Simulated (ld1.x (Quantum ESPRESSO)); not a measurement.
phosphorus: one change to a PAW potential, before and after

P, PAW, made with ld1.x (Quantum ESPRESSO) 7.5 (LDA (PZ), scalar-relativistic). Core [Ne], reference 3s2 3p3. Waves: 3s (bound): rcut 1.20, rcutus 1.65 bohr; 3s channel at 0.05 Ry: rcut 1.20, rcutus 1.65 bohr; 3p (bound): rcut 1.85, rcutus 1.95 bohr; 3p channel at 0.5 Ry: rcut 1.85, rcutus 1.95 bohr. Local part: all-electron potential smoothed inside 1.75 bohr (lloc = -1). Core correction: a·sin(br)/r model core, default radius (ld1.x builds one for every PAW set, though the input has nlcc=.false.). Augmentation charge: PSQ, inside the norm-conserving radii.

Change: functional PW91.

Cutoffs: the cutoffs (Ry, on a coarse ladder) from which the occupation-weighted sum of valence levels, in a spherical-Bessel basis at the reference potential, stays within 10 and 1 mRy of its value at 400 Ry; they do not see the model core or the augmentation charge, which bear on the density cutoff. Errors are all-electron minus pseudo energies relative to the spin-unpolarised reference configuration.

Question: Predict the effect on cutoff, ghosts and configuration errors.

Answer: The potential gets neither clearly harder nor softer (15 Ry and 21 Ry → 15 Ry and 21 Ry); the p channel sets the loose cutoff, while the largest relative change is in s, which becomes harder; the number of tests with a reliable result goes from 9 to 7; of the 7 tests that both files solve, the error grows in 3 and shrinks in 4 by more than 15 % and 0.3 meV (median size 2.6 → 5.4 meV); neither file shows a bound ghost.

| quantity | base | changed |
| --- | --- | --- |
| cutoff, loose | 15 Ry | 15 Ry |
| cutoff, tight | 21 Ry | 21 Ry |
| loose cutoff by channel (10 mRy a level) | s 6 Ry, p 10 Ry | s 8 Ry, p 10 Ry |
| bound ghosts | none | none |
| error for 3s2 3p2, meV [ΔE 9.82 → 9.78 eV] | -1.5 | -1.8 |
| error for 3s2 3p1, meV [ΔE 29.07 → 28.98 eV] | -11 | -7.1 |
| error for 3s2 3p0, meV [ΔE 58.96 → 58.80 eV] | -47 | -33 |
| error for 3s1 3p0, meV [ΔE 111.15 → 110.90 eV] | -162 | -134 |
| error for 3s1 3p4, meV [ΔE 8.50 → 8.54 eV] | -0.3 | +1.5 |
| error for 3s1 3p3, meV [ΔE 18.89 → 18.90 eV] | -2.6 | -0.8 |
| error for 3s0 3p5, meV [ΔE 17.14 → 17.21 eV] | -0.6 | +5.4 |
| s: phases at 2.14 bohr within 0.05 rad from the reference energy up to (Ry; the scan ends near 5) | 4.6 | 4.7 |
| p: phases at 2.14 bohr within 0.05 rad from the reference energy up to (Ry; the scan ends near 5) | to the end of the scan | to the end of the scan |
| lowest overlap eigenvalue by channel | s 0.44, p 0.82 | s 0.45, p 0.82 |
